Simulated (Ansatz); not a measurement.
`O[AsH][GeH3]` + SiH₄ → `O[AsH][SiH3]` + GeH₄  (formal exchange of groups at the As–Ge bond)

Program: Ansatz. Geometries: PBE0-D4/def2-TZVP. ΔE: electronic, gas phase. CCSD(T)/CBS is the MP2 limit (def2-TZVPP, def2-QZVPP) plus CCSD(T) − MP2 in def2-TZVPP, frozen cores. This one scheme is used for every species. DFT in def2-TZVPP. B3LYP here is the variant with VWN-RPA as its local correlation; programs differ in this. HSE06 is defined as in plane-wave codes. For As, Ge outer-core shells are correlated without core-valence functions, which leaves a few kJ/mol of doubt a bond. Scalar relativity is left out up to krypton. Each species was taken in one conformer, which may not be the lowest.

`O[AsH][GeH3]`:

```xyz
8

O     1.104   -0.272   -1.612
As   -0.236   -1.115   -0.731
Ge   -0.283    0.443    1.135
H     1.682   -0.947   -1.978
H    -1.380   -0.378   -1.431
H    -1.604    0.249    1.902
H    -0.175    1.893    0.641
H     0.892    0.127    2.074
```

SiH₄:

```xyz
5

Si    0.000    0.000    0.000
H    -0.918    1.149   -0.206
H    -0.439   -0.778    1.186
H     1.380    0.502    0.220
H    -0.023   -0.873   -1.201
```

`O[AsH][SiH3]`:

```xyz
8

O    -1.081    0.287   -1.586
As   -0.785    1.056    0.030
Si    0.644   -0.670    0.810
H    -1.985    0.487   -1.842
H     0.411    1.912   -0.395
H     1.363   -0.155    2.008
H     1.621   -1.080   -0.230
H    -0.186   -1.837    1.205
```

GeH₄:

```xyz
5

Ge    0.000    0.000    0.000
H     1.061    0.211    1.088
H    -1.193   -0.763    0.590
H     0.605   -0.810   -1.154
H    -0.473    1.362   -0.524
```

```tsv
level	ΔE (kcal/mol)	difference from CCSD(T)/CBS
LDA (SPW92)	1.5	-0.9
revPBE-D4	2.1	-0.3
BLYP-D4	3.2	0.8
r2SCAN-D4	2.3	-0.1
PBE0-D4	2.1	-0.3
B3LYP-D4	3.1	0.7
r2SCANh-D4	2.3	-0.1
r2SCAN0-D4	2.3	-0.1
HSE06-D4	2.2	-0.2
BHLYP-D4	3.1	0.7
CAM-B3LYP-D4	2.7	0.3
ωB97X-V	2.3	-0.1
ωB97M-V	2.6	0.2
B2PLYP	3.1	0.7
PBE	2.2	-0.2
revPBE	2.3	-0.1
BLYP	3.3	0.9
r2SCAN	2.3	-0.1
PBE0	2.1	-0.3
B3LYP	3.1	0.7
r2SCANh	2.3	-0.1
r2SCAN0	2.3	-0.1
HSE06	2.2	-0.2
CAM-B3LYP	2.7	0.3
LC-ωPBE	1.6	-0.8
RPA@PBE/def2-TZVPP	3.1	0.7
HF/def2-SVP	2.7	0.3
MP2/def2-SVP	2.8	0.4
CCSD/def2-SVP	2.6	0.2
CCSD(T)/def2-SVP	2.6	0.2
HF/def2-TZVPP	3.1	0.7
MP2/def2-TZVPP	3.2	0.8
CCSD/def2-TZVPP	2.9	0.5
CCSD(T)/def2-TZVPP	2.8	0.4
HF/def2-QZVPP	3.0	0.6
MP2/def2-QZVPP	2.9	0.5
SCS-MP2/def2-QZVPP	2.9	0.5
HF/CBS(def2)	3.0	0.6
MP2/CBS(def2)	2.8	0.4
CCSD/CBS(def2)	2.5	0.1
CCSD(T)/CBS	2.4	0
```

Largest T1 diagnostic among the species: 0.012.

Leaving LDA and LC-ωPBE aside and taking each functional with its dispersion term where it has one, the values, not all of them listed here, spread over 2.4 kcal/mol, from B97M-V to BLYP-D4.
